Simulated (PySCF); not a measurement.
Ga(H)(NH2)2 (GaH₅N₂), SMILES [NH2][GaH][NH2]. Atoms are numbered in the order given.

```xyz
8

Ga     0.0000     0.0000    -0.3350
H      0.0000     0.0000    -1.8921
N      0.0000     1.5534     0.6172
H      0.0000     2.4717     0.1890
H      0.0000     1.6126     1.6292
N      0.0000    -1.5534     0.6172
H      0.0000    -1.6126     1.6292
H      0.0000    -2.4717     0.1890
```

Geometry: B3LYP-D3(BJ)/def2-SVP. The values are those of a single conformer.

These are PBE0/pcSseg-1 in PySCF values and carry that method's errors.

GIAO shieldings, no solvent; atoms listed in one row are averaged. δ = σ(ref) − σ: ¹H against TMS (σ = 31.56 ppm); ¹⁵N against NH3 (σ = 267.4 ppm), references at their B3LYP-D3(BJ)/def2-TZVP geometries, non-relativistic.

Question: Estimate the chemical shifts. (The exact figures need the calculation; the answer reports its results.)

Answer: 
| nucleus | atoms | count | δ (ppm) |
|---|---|---|---|
| ¹H | H2 | 1 | 5.10 |
| ¹H | H4, H8 | 2 | 1.50 |
| ¹H | H5, H7 | 2 | 1.30 |
| ¹⁵N | N3, N6 | 2 | 35.1 |
